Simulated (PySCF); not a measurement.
## SiF4, singlet: computed properties

All numbers come from PBE in PySCF with Si def2-TZVP, F def2-TZVP; no relativity; density-fitted integrals.

The structure is a minimum.

* Point group: Td
* Bond lengths: Si–F 1.580 Å (×4)
* Bond angles: F–Si–F 109.5° (×6)
* Zero-point energy: 32.0 kJ/mol
* Dipole moment: 0.00 D
* Atomisation energy without zero-point energy: 2390 kJ/mol
* Heat capacity Cp at 298.15 K: 75.1 J/(mol K)
* Rotational constants: 0.1332, 0.1332, 0.1332 cm⁻¹
* Highest occupied level: -10.58 eV
* Entropy at 298.15 K and 1 bar: 285.1 J/(mol K)
* Principal polarisabilities: 21.8, 21.8, 21.8 bohr³
* Principal quadrupole moments (Buckingham, traceless) about the centre of mass: 0.00, 0.00, 0.00 D Å
* Enthalpy at 298.15 K above 0 K: 15.66 kJ/mol
* Lowest empty level: -0.78 eV
* Rotational symmetry number: 12

Harmonic modes (masses in u: Si 27.977, F 18.998):
| symmetry | ω (cm⁻¹) | IR (km/mol, summed over degenerate members) |
| --- | --- | --- |
| e | 252 | 0.0 |
| t2 | 371 | 114 |
| a1 | 755 | 0.0 |
| t2 | 989 | 638 |

In Td the vibrations span e + 2t2 + a1. The a1, e modes carry no infrared intensity, as symmetry demands.

Charges (e):
```tsv
atom	Mulliken	Löwdin	polar tensor	Mayer order to Si1
Si1	0.94	-0.33	2.26	–
F2,3,4,5	-0.23	0.08	-0.56	1.22
```

Mulliken populations on Si1: s 4.76, p 7.25, d 0.85, f 0.21.

Counting electrons, silicon keeps none of its valence electrons outside its bonds, so the VSEPR class is AX4 and the expected shape is tetrahedral (Td), as computed.

The final relaxation and frequency run took 25 s on 4 threads of a shared Arm Neoverse V1 host, with 161 basis functions and 8 gradients; the process peaked at 1.7 GiB. Launch command: `OMP_NUM_THREADS=4 python axn.py task.json out`.
